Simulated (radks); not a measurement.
Coulomb parameter of the 5d shell of neutral tungsten in the model configuration [Xe] 4f14 5d5 6s1, as a second difference U = [E(n + 0.5) + E(n - 0.5) - 2 E(n)] / (0.5)^2 with all orbitals relaxed. "Bare": the charge of the atom changes with n. "Screened": the 6s shell takes up the change at fixed total charge, which measures U(5d,5d) + U(6s,6s) - 2 U(5d,6s). All-electron calculation, scalar-relativistic Kohn-Sham, r2SCAN, spin-unpolarised, spherical densities, finite nucleus; meta-GGA in the generalised Kohn-Sham scheme; Fermi nuclear charge, rms radius 5.3658 fm. Program: a radial shooting solver on a logarithmic mesh with Libxc functionals.

case                   configuration  E - E(n) (eV)
start              [Xe] 4f14 5d5 6s1          0.000
bare +0.5        [Xe] 4f14 5d5.5 6s1         -0.785
bare -0.5        [Xe] 4f14 5d4.5 6s1          2.599
screened +0.5  [Xe] 4f14 5d5.5 6s0.5          0.949
screened -0.5  [Xe] 4f14 5d4.5 6s1.5         -0.864

U(bare) = 7.260 eV, U(screened by 6s) = 0.342 eV, against the Slater integral F0(5d,5d) = 11.538 eV with frozen orbitals. The step up makes a negative ion, whose loosely bound charge lowers the bare value.
